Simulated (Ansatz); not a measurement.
Al₅F₃⁺, relaxed as a doublet with UKS PBE-D4/def2-SVP in Ansatz, starting from the GFN1-xTB geometry. Force threshold 0.02 eV/Å.

The structure comes from a short search, and lower isomers may exist.

Start:

| atom | x (Å) | y (Å) | z (Å) |
| --- | --- | --- | --- |
| Al1 | 0.825 | 1.823 | -0.857 |
| Al2 | 0.188 | -0.896 | -1.152 |
| Al3 | -2.118 | 0.446 | -0.268 |
| Al4 | -0.913 | -1.414 | 1.384 |
| Al5 | 2.035 | -0.047 | 0.786 |
| F6 | -0.907 | 1.257 | -1.568 |
| F7 | 0.990 | -1.676 | 1.030 |
| F8 | -0.101 | 0.508 | 0.644 |

```
        step  energy (eV)  largest force component (eV/Å)  SCF passes
           1  -41090.1376                           1.089          24
           2  -41090.5691                           0.491          23
           3  -41090.7345                           0.748          28
           4  -41090.8763                           0.125          28
           5  -41090.8968                           0.356          30
6 (rejected)  -41090.8857                           0.369          25
           7  -41090.9401                           0.174          24
           8  -41090.9534                           0.188          25
           9  -41090.9958                           0.232          29
          10  -41091.1040                           0.320          30
          11  -41091.2505                           0.437          37
          13  -41091.5844                           0.324          33
          15  -41091.7448                           0.342          32
          17  -41091.8092                           0.110          29
          19  -41091.8330                           0.136          29
          21  -41091.8678                           0.145          36
          23  -41091.9140                           0.252          34
          25  -41091.9646                           0.199          25
          27  -41091.9786                           0.083          25
          29  -41091.9842                           0.036          26
          31  -41091.9848                           0.015          27
```

Force components are those of the run's own axes.

End:

```xyz
8

Al   -0.007    1.895   -0.667
Al    0.561   -0.696   -1.670
Al   -1.955   -0.173   -1.291
Al   -0.194   -0.486    0.856
Al    2.423   -2.202    0.565
F    -1.883    1.653   -0.818
F     1.127   -1.274    1.796
F    -0.071    1.283    1.229
```

By distances, no bond broke or formed, bridged metal pairs apart. The bond that changes most is Al4–F8, from 2.21 to 1.81 Å (atoms count from 1). Metal–metal contacts that move far: Al1–Al5 2.77 to 4.92 Å.

No frequencies were taken in this run, so the end may be a saddle point.

It took 41 s on 4 threads of Intel Xeon 6975P-C on a shared host.
